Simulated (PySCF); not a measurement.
**Relaxation of doublet TeH₃**

Method: UPBE0/[Te def2-TZVP with ECP28, H def2-TZVP], scalar-relativistic core potentials, density fitting, no spin–orbit coupling, PySCF. A (50,194) grid was used.

A start displaced from a saddle point along its imaginary mode, of Cs symmetry, held to at least that symmetry:

```xyz
4
charge 0 multiplicity 2, angstrom
Te    0.0000    0.0018   -0.0132
H     0.0000    0.0065    1.6363
H     1.8058   -0.1200    0.0312
H    -1.8058   -0.1200    0.0312
```

Problem. What forces act on the atoms at the start (eV/Å)?

Solution. 
```tsv
atom	Fx	Fy	Fz
Te1	0.00	0.41	-0.05
H2	0.00	0.01	0.01
H3	-0.05	-0.21	0.02
H4	0.05	-0.21	0.02
```

Problem. What does it relax to?

Solution. It ends at Cs with Te–H 1.659 Å, Te–H 1.799 Å (×2); H–Te–H 84.0° (×2), H–Te–H 142.8°. A frequency run shows a minimum.

Problem. How much energy is released, and in how many steps?

Solution. 18.2 kJ/mol in 7 steps.

Spin–orbit coupling, left out here, can matter for elements this heavy.
